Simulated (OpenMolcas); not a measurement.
Fe2+ (d6) in a complex was computed by SS-CASPT2, IPEA 0.25 Eh, imaginary shift 0.1 Eh with the d shell active (OpenMolcas, ANO-RCC-VDZP on the metal). Its lowest spin-free states, and all those of the highest spin:

```csv
2S+1,Degeneracy,E (cm-1)
5,3,0
5,2,8480
3,3,14940
3,3,17840
1,1,19690
3,3,20510
3,3,22320
3,3,22390
3,2,23520
1,3,24020
3,1,26570
3,3,26690
```

Is the site octahedral, tetrahedral or cube-like, axial, or of lower symmetry?

The states with 2S+1 = 5 have orbital degeneracies 3, 2. Threefold states need a cubic site. For d6 at this spin an octahedron puts the threefold T2 below the twofold E and a tetrahedron or cube puts the twofold E below the threefold T2, so the site is octahedral. The first gap at this spin, 8480 cm-1, is |10Dq| in ligand-field theory. The run had Fe2+ with 6 ligands (water) in octahedral coordination (Th) at 2.14 Å. Ligand basis ANO-RCC-VDZP.

Roots that are degenerate in the reference are averaged as groups; the widest CASPT2 spread within a group is 620 cm-1 (the 3-fold group of multiplicity 1 near 24000 cm-1 above the lowest state of its run). Shifts and gaps below about the spread of the groups concerned are not significant. Over all roots computed the reference weight is 0.69 to 0.71; a low but even weight reflects the number of correlated electrons. An orbital triplet at a regular site is open to Jahn-Teller coupling, which can distort the site and quench the lowest spin-orbit gaps and is left out. A single d shell leaves out the double-shell effect, which counts most for late 3d ions, where the CASPT2 field can be off either way by tens of per cent. Ligand-to-metal charge-transfer states are missing. These CASPT2 states fit no ligand-field parameters well, so their order and spin gaps are uncertain. For late 3d ions with one d shell CASPT2 can put B and the spin-flip bands somewhat low as well as high. With one d shell and no ligand orbital active, 10Dq can be off by tens of per cent for divalent 3d ions, low with halides held by bare charges and at times high in hosts. Free-ion shares, where given, are those of the reference states; single-state CASPT2 does not remix them. No measured value stands beside these numbers; the geometry is a model, was not optimised and need not be the one that this ion takes.
